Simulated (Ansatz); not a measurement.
Reaction (substitution at a C–Si bond): `C[Si](N)(N)[SiH3]` + `[CH3][GaH][NH2]` → `C[NH][GaH][CH3]` + `N[SiH](N)[SiH3]`

Computed with Ansatz on PBE0-D4/def2-TZVP structures; ΔE is electronic, products minus reactants. CBS: MP2 limit from def2 TZ/QZ plus the TZ coupled-cluster correction, frozen cores. DFT in def2-TZVPP. For Ga outer-core shells are correlated without core-valence functions, which leaves a few kJ/mol of doubt a bond. Scalar relativity is left out up to krypton. Each species was taken in one conformer, which may not be the lowest.

```csv
species,PBE0-D4 energy (Eh)
`C[Si](N)(N)[SiH3]`,-732.35617
`[CH3][GaH][NH2]`,-2021.01525
`C[NH][GaH][CH3]`,-2060.28174
`N[SiH](N)[SiH3]`,-693.05658
```

Question: Work out ΔE.

Answer: ΔE = (-2060.28174) + (-693.05658) − (-732.35617) − (-2021.01525) = 0.03310 Eh = +86.9 kJ/mol. CCSD(T)/CBS gives +88.9 kJ/mol.

Largest T1 diagnostic among the species: 0.013.

The D4 term adds +3.1 kJ/mol with B3LYP and +1.9 kJ/mol with PBE0; it sums over pairs of atoms, weighted by their polarisabilities, and B3LYP, whose exchange is more repulsive, gets the larger term. In def2-TZVPP, CCSD(T) changes the Hartree–Fock value by +6.4 kJ/mol (the triples alone add +0.5 kJ/mol) and MP2 by +11.1 kJ/mol.

B3LYP here is the variant with VWN-RPA as its local correlation; programs differ in this.
